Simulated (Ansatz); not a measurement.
FGaH4Si, SMILES `[F][GaH][SiH3]`. Total charge 0; spin multiplicity 1.

Z-matrix (Å, degrees):
```
Si
Ga 1 2.406
H 1 1.487 2 109.6
H 1 1.487 2 109.4 3 119.3
H 1 1.487 2 111.2 3 -120.5
F 2 1.766 1 112.7 3 -56.8
H 2 1.565 1 135.0 3 123.4
```

(1) What are the harmonic wavenumbers in cm⁻¹ at PBE0-D4/def2-TZVP (Ansatz, finite differences of forces, unscaled)? (An estimate is asked.)

(2) Is this a minimum?

(3) Give the ideal-gas thermochemistry at 298.15 K and 1 bar (rigid rotor, harmonic oscillator; point group Cs, symmetry number 1).

(4) And at 400, 500, 600, 800 and 1000 K?

(5) Rotational constants (cm⁻¹)?

Answers

(1) The calculation gave: 23, 121, 336, 348, 477, 513, 620, 667, 858, 932, 939, 1983, 2216, 2230, 2231.

(2) Yes, all 15 modes are real.

(3) Zero-point energy 86.7 kJ/mol; H(298) − E = 105.1 kJ/mol; entropy 336.4 J/(mol·K), of which translation 168.7, rotation 107.8, vibration 60.0; G(298) − E = 4.8 kJ/mol. Modes under 100 cm⁻¹ are hindered rotations or soft bends, so the harmonic entropy is rough.

(4) 
| T (K) | H − E (kJ/mol) | S (J/mol/K) | G − E (kJ/mol) |
| --- | --- | --- | --- |
| 400 | 114.6 | 364.0 | -30.9 |
| 500 | 125.1 | 387.3 | -68.5 |
| 600 | 136.4 | 407.8 | -108.3 |
| 800 | 160.8 | 442.8 | -193.5 |
| 1000 | 187.0 | 472.1 | -285.1 |

(5) 0.4163, 0.09424, 0.07897.
